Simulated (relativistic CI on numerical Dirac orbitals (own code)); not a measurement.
## Bi10+: sensitivity of the levels to the model

Base calculation: Dirac-Coulomb-Breit CI, orbitals from a KLI potential per configuration, a model potential for QED, unscaled Slater integrals.

Configurations in the expansion (outside the closed core [Kr] 4d10 4f14): 5s2 5p6 5d5, 5s2 5p6 5d4 6s, 5s2 5p6 5d4 5f, 5s2 5p5 5d6, 5s2 5p6 5d4 6p, 5s2 5p6 5d3 6s 6p, 5s2 5p6 5d3 5f 6s, 5s 5p6 5d6, 5s2 5p6 5d4 7s, 5s2 5p6 5d3 6s2, 5s2 5p6 5d2 5f 6s2, 5s2 5p6 5d2 6s2 6p, 5s2 5p6 5d2 6s2 7s, 5p6 5d7, 5p5 5d8. Double excitations out of closed p, d and f shells are left out; levels of such configurations are missing from the list, as are those of other unlisted configurations, and high levels can miss mixing partners.

Variants: (1) non-relativistic limit; (2) one mean potential for all configurations. Shifts of the energy above 5s2 5p6 5d5 6S_5/2, in cm⁻¹, for the lowest level and the first level of each name with at least 55 % of one term (blank where a level changes its place among those of its configuration and J or its character, or is not in the variant):

| Level | Base | Δ(1) | Δ(2) |
| --- | --- | --- | --- |
| 5s2 5p6 5d5 6S_5/2 | 0 | 0 | 0 |
| 5s2 5p6 5d5 4G_11/2 | 42134 | -3096 | +21 |
| 5s2 5p6 5d5 4G_9/2 | 45604 | -6566 | +5 |
| 5s2 5p6 5d5 4P_1/2 | 48455 | -3429 | +17 |
| 5s2 5p6 5d5 2I_11/2 | 67068 | -10205 | -86 |
| 5s2 5p6 5d5 4D_1/2 | 69411 | -22503 | -100 |
| 5s2 5p6 5d5 2I_13/2 | 74590 | -17728 | -88 |
| 5s2 5p6 5d5 2G_7/2 | 87642 |  | -34 |
| 5s2 5p6 5d5 2F_7/2 | 97040 |  | -38 |
| 5s2 5p6 5d5 2S_1/2 | 98289 | -17880 | +12 |
| 5s2 5p6 5d5 2H_11/2 | 109885 | -40312 | -192 |
| 5s2 5p6 5d5 2P_3/2 | 133419 | -12944 | +143 |
| 5s2 5p6 5d5 2P_1/2 | 148196 | -27721 | +18 |
| 5s2 5p6 5d4 6s 6D_3/2 | 338121 | +117218 | -803 |

At this charge energies of transitions that change n are usually good to better than 1 %, and those within a shell (Δn = 0) to a few per cent. Terms inside the open d or f shell come out 10 to 20 % too wide with unscaled integrals. Levels and lines within the n = 5 or 6 shells can be off by up to 10 % or somewhat more, and those that change n by about 2 %, since core polarisation is missing.

Ionisation energy from the two ground configurations alone: base 183.127 eV. The NIST ASD value (theoretical) is 183 eV.

LS names give the leading component of a level, which can be under half, so a name can repeat, a term be missing and a line seem to break the LS rules.
